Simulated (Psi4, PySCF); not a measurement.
C$_{5}$H$_{13}$BO (SMILES CCCCBOC), singlet, at a GFN2-xTB geometry, atoms displaced at random by about 0.03 Å a coordinate. Base run: PBE0/STO-3G, gradient run with PySCF.

Input for PySCF:
```python
from pyscf import gto, scf, dft

mol = gto.Mole()
mol.atom = '''
    B    -0.007362   -0.799287    1.264163
    H    -1.033370   -1.108753    1.796047
    O     1.152640   -1.435052    1.417871
    C     1.326572   -2.461735    2.277080
    H     0.403314   -2.786147    2.739335
    H     1.788483   -3.332988    1.648595
    H     2.114943   -2.201858    3.060861
    C    -0.030010    0.511371    0.266190
    C    -1.185125    0.501943   -0.752269
    C    -1.277021    1.796248   -1.562743
    C    -0.163970    1.872187   -2.535892
    H    -0.078342    1.368025    0.863479
    H     0.986452    0.549410   -0.301137
    H    -1.062625   -0.385644   -1.427112
    H    -2.117883    0.305069   -0.166113
    H    -2.170051    1.739168   -2.121636
    H    -1.295058    2.624960   -0.931392
    H    -0.061405    0.974671   -3.231028
    H     0.821468    1.953836   -2.088264
    H    -0.308638    2.695002   -3.218458
'''
mol.basis = 'sto-3g'
mol.charge = 0
mol.spin = 0
mol.verbose = 4
mol.build()

mf = dft.RKS(mol)
mf.xc = 'pbe0'
mf.kernel()
g = mf.nuc_grad_method()
grad = g.kernel()
```

Programs used: Psi4, PySCF; a row that names a program was run with it.

The coordinate followed is z of atom 14.

Each row names what was changed in the base input (with any setting that the change needs).

| change | dE/dx (Eh/bohr) | net force (Eh/bohr) |
|---|---|---|
| base | -0.005640 | 0.000050 |
| finite difference step (bohr) = 1e-3; conv_tol = 1e-11 | -0.005631 | - |
| conv_tol = 1e-11 | -0.005640 | 0.000050 |
| grids.level = 5; grid_response = on | -0.005641 | 0.000000 |
| finite difference step (bohr) = 1e-4; conv_tol = 1e-11 | -0.005631 | - |
| grids.level = 5; grid_response = off | -0.005640 | 0.000001 |
| density fitting = on; auxbasis_response = off | -0.005604 | 0.003019 |
| grid_response = on | -0.005631 | 0.000000 |
| grids.level = 0; grid_response = on | -0.005675 | 0.000000 |
| finite difference step (bohr) = 1e-5; conv_tol = 1e-11 | -0.005631 | - |
| code = psi4 | -0.005632 | 0.000078 |
| conv_tol = 1e-6 | -0.005641 | 0.000050 |

The net force is zero for an exact gradient.
